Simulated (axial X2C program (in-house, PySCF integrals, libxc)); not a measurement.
**Curves of OGdO from open-shell CI on f6 s0**

Computed with an axial X2C code built on PySCF integrals: two-component X2C with atomic mean-field Coulomb and Gaunt terms, basis O dyall-av3z, Gd dyall-v3z (cores contracted in-house). Orbitals come from Hartree–Fock averaged over the configuration Gd f6 s0; CI then distributes these electrons over the f, s shells of Gd.

Scan along the symmetric stretch (R is each bond); masses O 15.995 u, Gd 157.924 u, O 15.995 u. Energies in cm⁻¹ from the lowest point; levels are followed by energy order within each Ω. Lowest level at 1.842 Å: 100% f6.

```csv
R (Å),(1)Ω=0,(1)Ω=1,(1)Ω=2,(1)Ω=3
1.713,1840,1878,1986,2148
1.778,0,44,168,353
1.842,991,1041,1183,1393
1.916,5000,5059,5220,5461
1.989,11341,11406,11585,11849
2.072,20691,20759,20944,21212
2.174,34339,34383,34495,34643
```

Task: Fit the curves (1)Ω=0, (1)Ω=1, (1)Ω=2, (1)Ω=3 near their minima.

Result: From the open-shell CI curves, Te from the lowest:

| level | Te (cm⁻¹) | Re (Å) | ωe (cm⁻¹) |
| --- | --- | --- | --- |
| (1)Ω=0 | 0 | 1.786 | 837.8 |
| (1)Ω=1 | 45 | 1.785 | 838.0 |
| (1)Ω=2 | 170 | 1.785 | 838.4 |
| (1)Ω=3 | 358 | 1.784 | 839.0 |

Without dynamic correlation distances can be off by several hundredths of an Å (long for ionic bonds, short for multiple bonds) and the wavenumbers are rough.

There is no dynamic correlation: spin–orbit spacings and, for f shells, spacings inside one term are the most reliable numbers, splittings between terms come out too wide, and energies between configurations are not reliable, so the lowest level need not be the ground state of the molecule. At most 4 roots were kept for each Ω > 0 (twice that for Ω = 0) within 2.2 eV of the lowest, so higher up levels can be missing between those listed; levels with Ω > 0 are doubly degenerate and listed once, Ω = 0 levels singly. The open spinors mix strongly with ligand orbitals, which this small active space describes poorly. States that fill the shells left empty in the average are placed too high. The molecule was held linear; bending was not examined.
